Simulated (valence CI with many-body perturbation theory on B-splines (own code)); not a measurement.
## Co XXII: electric-dipole lines

Calculated by relativistic CI+MBPT: four valence electrons over a frozen Dirac-Fock core [He], radial functions for each j: 11 s, 11 p, 9 d, 7 f, 5 g, 2 h, 1 i, with the one-electron correlation potential Σ1 (screened to all orders), the two-electron term Σ2, the three-electron term Σ3, Breit, model QED; selected single and double excitations, second order for the rest (own B-spline code, finite nucleus).

No measured levels were compared; by estimate levels of excited configurations hold to 0.05 to 0.15 % of their energy, terms of the ground configuration to about 0.5 %. Among the levels kept, up to 250 cm⁻¹ of a level comes from second order outside the variational space, and about a tenth of that is noise between levels of different J, which matters for small intervals.

Lines 1 to 50 of 271 in falling wavelength, among levels below 9520.4 × 10³ cm⁻¹, chosen from the strongest by gf and those to the six lowest levels. Wavelengths and rates use the calculated energies, so an error of 600 cm⁻¹ moves a line at 541.7 Å by 0.33 % and its rate by three times that or more. Electric multipoles are in the length gauge, E1 and E2 with the static RPA response of the core. Weak lines are less certain than strong ones. Lines between different terms over intervals too small for the method are left out, as are lines whose strength nearly cancels. The highest levels of a list are the least certain.

Names give the largest LS component (configuration and term), which can be under half, so a name can repeat, a term be missing and a line seem to break the LS rules; names also repeat where a configuration has a term twice. Letters in brackets count levels of one name in rising energy.

```csv
λ vac (Å),Upper,Lower,A (s⁻¹),S (a.u.) with core polarisation,S without
541.7,2s.2p2.3p 1F°_3,2s.2p2.3s 1D_2,1.01e+09,5.57e-01,5.57e-01
527.0,2s2.2p.3p 3P_1 [b],2s2.2p.3s 1P°_1,7.57e+08,1.64e-01,1.64e-01
515.5,2s.2p2.3p 3F°_2,2s.2p2.3s 3D_1,6.95e+08,2.35e-01,2.35e-01
507.5,2s.2p2.3d 5F_5,2s.2p2.3p 5D°_4,1.18e+09,8.36e-01,8.37e-01
500.3,2s.2p2.3p 5D°_1,2s.2p2.3s 5P_1,1.08e+09,2.01e-01,2.01e-01
493.5,2s.2p2.3p 3D°_2 [a],2s.2p2.3s 3P_1 [a],1.09e+09,3.23e-01,3.23e-01
492.7,2s.2p2.3d 5P_2,2s.2p2.3p 5S°_2,7.09e+08,2.09e-01,2.09e-01
492.1,2s.2p2.3d 5F_4,2s.2p2.3p 5D°_3,1.28e+09,6.77e-01,6.77e-01
491.8,2s.2p2.3p 3D°_3 [a],2s.2p2.3s 3P_2 [a],1.10e+09,4.53e-01,4.53e-01
483.4,2s.2p2.3d 5D_4,2s.2p2.3p 5D°_4,4.90e+08,2.46e-01,2.46e-01
483.3,2s.2p2.3p 3P°_1 [a],2s.2p2.3s 3P_2 [a],1.07e+09,1.79e-01,1.79e-01
479.6,2s.2p2.3p 3P°_2 [a],2s.2p2.3s 3P_2 [a],1.31e+09,3.56e-01,3.56e-01
476.5,2s.2p2.3d 5P_1,2s.2p2.3p 5S°_2,1.05e+09,1.69e-01,1.69e-01
473.6,2s.2p2.3d 5F_3 [a],2s.2p2.3p 5D°_2,1.38e+09,5.05e-01,5.05e-01
462.9,2s.2p2.3d 5D_2,2s.2p2.3p 5P°_2,5.97e+08,1.46e-01,1.46e-01
461.0,2s.2p2.3p 5P°_3,2s.2p2.3s 5P_3,1.44e+09,4.86e-01,4.86e-01
457.8,2s2.2p.3d 3F°_4,2s2.2p.3p 3D_3,1.47e+09,6.28e-01,6.28e-01
455.0,2s.2p2.3d 5F_3 [b],2s.2p2.3p 5D°_3,4.54e+08,1.48e-01,1.48e-01
448.1,2s.2p2.3d 5D_4,2s.2p2.3p 5P°_3,1.11e+09,4.44e-01,4.44e-01
447.7,2s.2p2.3d 5F_3 [b],2s.2p2.3p 5P°_2,1.08e+09,3.34e-01,3.34e-01
446.0,2s.2p2.3p 3F°_3,2s.2p2.3s 3D_2,1.85e+09,5.66e-01,5.66e-01
442.4,2s2.2p.3d 3F°_3,2s2.2p.3p 3D_2,1.62e+09,4.85e-01,4.85e-01
436.6,2s2.2p.3p 3D_3,2s2.2p.3s 3P°_2,1.96e+09,5.62e-01,5.62e-01
432.6,2s.2p2.3p 5P°_2,2s.2p2.3s 5P_2,1.27e+09,2.53e-01,2.53e-01
429.9,2s.2p2.3d 5F_2,2s.2p2.3p 5D°_1,1.16e+09,2.27e-01,2.27e-01
428.7,2s.2p2.3p 5D°_4,2s.2p2.3s 5P_3,2.41e+09,8.45e-01,8.45e-01
426.0,2s.2p2.3p 5D°_3,2s.2p2.3s 5P_2,2.29e+09,6.11e-01,6.11e-01
424.7,2s2.2p.3d 3P°_2 [a],2s2.2p.3p 3P_1 [a],1.62e+09,3.07e-01,3.07e-01
419.8,2s2.2p.3p 3P_2,2s2.2p.3s 3P°_2,1.87e+09,3.41e-01,3.41e-01
419.8,2s2.2p.3p 3S_1,2s2.2p.3s 3P°_2,1.66e+09,1.82e-01,1.82e-01
419.6,2s.2p2.3p 3F°_4,2s.2p2.3s 3D_3,2.62e+09,8.62e-01,8.62e-01
419.5,2s2.2p.3d 3D°_3,2s2.2p.3p 3P_2,1.20e+09,3.06e-01,3.05e-01
418.4,2s2.2p.3d 1D°_2,2s2.2p.3p 3P_1 [b],1.20e+09,2.17e-01,2.17e-01
417.8,2s.2p2.3p 3D°_2 [b],2s.2p2.3s 3D_3,1.13e+09,2.03e-01,2.03e-01
416.6,2s.2p2.3d 3F_4,2s.2p2.3p 3D°_3 [a],1.95e+09,6.26e-01,6.26e-01
414.2,2s.2p2.3p 5D°_2,2s.2p2.3s 5P_1,2.15e+09,3.78e-01,3.78e-01
410.4,2s.2p2.3d 3F_2 [a],2s.2p2.3p 5P°_1,1.49e+09,2.54e-01,2.54e-01
410.0,2s.2p2.3d 3F_2 [b],2s.2p2.3p 3D°_1 [a],1.45e+09,2.46e-01,2.46e-01
409.1,2s2.2p.3d 1F°_3,2s2.2p.3p 1D_2,1.95e+09,4.60e-01,4.60e-01
408.1,2s.2p2.3d 5P_3,2s.2p2.3p 5P°_3,1.18e+09,2.78e-01,2.78e-01
406.8,2s.2p2.3d 3F_3,2s.2p2.3p 3D°_2 [a],1.66e+09,3.87e-01,3.87e-01
405.9,2s2.2p.3p 3D_2,2s2.2p.3s 3P°_1,2.38e+09,3.93e-01,3.93e-01
404.0,2s2.2p.3d 3D°_3,2s2.2p.3p 3D_3,6.53e+08,1.49e-01,1.49e-01
402.1,2s.2p2.3p 1D°_2,2s.2p2.3s 3D_1,1.09e+09,1.75e-01,1.75e-01
397.8,2s2.2p.3p 3P_1 [a],2s2.2p.3s 3P°_0,1.76e+09,1.64e-01,1.64e-01
396.8,2s2.2p.3d 3F°_2,2s2.2p.3p 3D_1,1.85e+09,2.85e-01,2.85e-01
393.3,2s2.2p.3d 3P°_2 [b],2s2.2p.3p 3S_1,9.74e+08,1.46e-01,1.46e-01
389.2,2s.2p2.3p 3D°_2 [b],2s.2p2.3s 3D_2,1.05e+09,1.53e-01,1.53e-01
387.1,2s.2p2.3p 3D°_3 [b],2s.2p2.3s 3D_3,2.56e+09,5.14e-01,5.14e-01
386.7,2s.2p2.3d 3D_1,2s.2p2.3p 3P°_1 [a],1.59e+09,1.36e-01,1.36e-01
```
